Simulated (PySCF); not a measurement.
# Basis and Hamiltonian dependence of the excitation energy of Zr

Zr [Kr] 4d2 5s2 (3F) → Zr [Kr] 4d1 5s2 5p1 (high-spin determinant). All values are computed (PySCF 2.14, energy differences of UHF-based or UKS calculations, no spin-orbit coupling). Values in eV.

```csv
basis,Hamiltonian,functions,UHF,PBE0,MP2 (valence),CCSD(T) (valence),CCSD(T) (valence and next inner shell)
aug-cc-pVDZ-PP with ECP28MDF,ECP,54,2.872,3.192,2.913,n/a,n/a
def2-TZVPPD with the def2 core potential (28 electrons),ECP,56,2.918,3.209,2.986,2.244,2.483
ANO-RCC-VTZP,spin-free X2C,68,2.929,3.243,3.021,n/a,2.510
x2c-TZVPPall,spin-free X2C,79,2.889,3.257,2.954,n/a,n/a
aug-cc-pVTZ-PP with ECP28MDF,ECP,88,2.876,3.166,2.923,2.207,n/a
dyall-av2z,non-relativistic,136,3.238,3.630,3.306,n/a,n/a
```

Problem. Estimate the row for aug-cc-pwCVDZ-PP with ECP28MDF (ECP, 70 functions).

Solution. From the rows with the same Hamiltonian and similar size; the calculation gives UHF 2.87; PBE0 3.16; MP2 (valence) 2.92; CCSD(T) (valence) 2.19; CCSD(T) (valence and next inner shell) 2.37 (eV).

Frozen in the all-electron rows: valence: [Kr]; valence and next inner shell: [Ar] 3d10; with a core potential, the same shells as far as they lie outside it.

One determinant mixes LS terms of the configuration, so the numbers do not refer to single terms. Non-relativistic rows lack the scalar-relativistic shift.
